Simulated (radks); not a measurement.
Valence configurations of Mn IV (all share [Ar]). Method: scalar-relativistic Kohn-Sham, SCAN, spin-polarised, spherical densities, finite nucleus; open shells are filled with parallel spins first; meta-GGA in the generalised Kohn-Sham scheme; Fermi nuclear charge, rms radius 3.7057 fm; computed with a radial shooting solver on a logarithmic mesh with Libxc functionals. Energies are relative to 3d4; eigenvalues in eV for spin up.

valence      E (eV)  moment (Bohr magnetons)    e(3d)    e(4p)    e(4s)
3d4           0.000                        4  -43.122        -        -
3d3 4p1      22.090                        4  -51.275  -26.988        -
3d2.5 4p1.5  34.872                        4  -55.432  -28.500        -
3d2 4s1 4p1  41.004                        4  -58.639  -29.550  -37.688
3d2 4p2      49.048                        4  -59.639  -29.966        -
3d1 4s1 4p2  72.915                        4  -67.216  -32.407  -41.026
3d1 4p3      81.497                        4  -68.165  -32.840        -

NIST lists [Ar] 3d4 as the ground configuration; this level of theory agrees among the configurations tried. The energies are those of spherical high-spin densities, not of single terms. No valid solution was reached for [Ar] 3d3 4s1; [Ar] 3d2 4s2; [Ar] 4s2 4p2.
